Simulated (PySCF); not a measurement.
# LiCa: from constants to spectrum

B2PLYP constants of LiCa, ²Σ⁺ (doublet), unpaired electrons σ ↑ (basis Li 6-31G(d,p), Ca 6-31G(d,p); no relativity; PySCF 2.14; masses 7.0160 and 39.9626 u):

```
ωe              : 173.2 cm⁻¹
ωexe            : 3.77 cm⁻¹
Be              : 0.2336 cm⁻¹
αe              : 0.00513 cm⁻¹
D (centrifugal) : 1.7e-06 cm⁻¹
De to Li + Ca   : 0.210 eV
```

Q: Give the vibrational terms G(v) and spacings up to v = 5.

A: G(v) = ωe(v+½) − ωexe(v+½)².

| v | G(v) (cm⁻¹) | G(v) − G(v−1) | Bv (cm⁻¹) |
| --- | --- | --- | --- |
| 0 | 85.7 |  | 0.2310 |
| 1 | 251.3 | 165.7 | 0.2259 |
| 2 | 409.4 | 158.1 | 0.2208 |
| 3 | 560.0 | 150.6 | 0.2156 |
| 4 | 703.1 | 143.0 | 0.2105 |
| 5 | 838.6 | 135.5 | 0.2054 |

Q: How well does the Morse estimate ωe²/(4ωexe) reproduce De, and what is D0?

A: It gives 0.247 eV, 117 % of the computed De. D0 = De − G(0) = 0.210 − 0.011 = 0.199 eV.

Correlated steps freeze 5 core orbitals. The bond is weak. Basis-set superposition, not corrected here, can be much of De in a small basis, most of all at correlated wavefunction levels. Functionals without a dispersion term scatter widely for such bonds, and LDA overbinds them. B2PLYP dipoles, levels and charges come from its SCF part alone. The state was picked by a PBE0 search and need not be the measured ground state.
